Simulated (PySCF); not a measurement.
## Bi²⁺: ionisation energy

Bi²⁺ [Xe] 4f14 5d10 6s2 6p1 (2P) → Bi³⁺ [Xe] 4f14 5d10 6s2 (1S), as a difference of total energies. All numbers are calculated (PySCF 2.14, a scalar-relativistic core potential, in def2-TZVPPD with the def2 core potential (60 electrons) (7s5p4d2f, 56 functions)). Correlated levels: valence and next inner shell: nothing frozen outside the core potential. The calculations carry no spin-orbit coupling.

```tsv
method	ionisation energy (eV)
UHF	23.041
MP2 (valence and next inner shell)	23.432
SCS-MP2 (valence and next inner shell)	23.344
CCSD (valence and next inner shell)	23.427
CCSD(T) (valence and next inner shell)	23.444
```

**Question.** How much does correlation contribute at CCSD(T) (valence and next inner shell)?

**Answer.** 23.444 − (23.041) = 0.403 eV, measured against UHF.

The reference lies between the lowest fine-structure levels, while these numbers refer to the centres of the terms.

Errors of the correlated levels include the incompleteness of this basis.

Every method misses the reference by a wide margin, which points to the basis or the choice of state and not to the methods.

For comparison: 25.571 eV (measured; NIST Atomic Spectra Database, ionization energies).
